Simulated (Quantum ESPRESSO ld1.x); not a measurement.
One sound ld1.x (Quantum ESPRESSO 7.5) input for neutral gallium gives E = -1942.543 hartree in 29 iterations:

```
 &input
    zed=31.0,
    iswitch=1,
    rel=2,
    dft='PBESOL',
    config='[Ar] 3d10 4s2 4p1',
    verbosity='high',
    lsmall=.true.,
    prefix='ld1',
    max_out_wfc=37,
    file_charge='ld1.rho',
 /
```

Changed or added lines, one case at a time, and what came of them:

- config='[Ar] 3d10 4s2 4p': refused. The program stops in el_config with "no occupancy field?": each term needs its occupation.
- tr2=1e-1: inaccurate. The cycle stops early, after 7 iterations, and the energy is off by +0.9985 hartree against the sound run.
- xmin=0.0: ignored. A value of zero is read as not set, so the default xmin is used, as the mesh line shows.
- zed=118.0: refused. The program stops in ld1_readin with "wrong nuclear charge zed: 118.00": zed must lie above 0 and at most 103.
- rel=1 lsd=1 dft='PBE': silently wrong. The run ends normally, but in this build (ld1.x 7.5) Etot and Exc of a spin-polarised run lack the gradient corrections of exchange and correlation and come out near their LSDA values (nitrogen, PBE: -54.132 hartree against -54.536 from two other codes). The eigenvalues and orbitals are those of the GGA; the energies must not be used.
- relpert=.true.: refused. The program stops in ld1_readin with "perturbative SO-splitting for AE calculations with rel=0 only": the perturbative correction needs rel = 0.
- iswitch=7: refused. The program stops in ld1_readin with "wrong iswitch": iswitch takes 1 to 4.
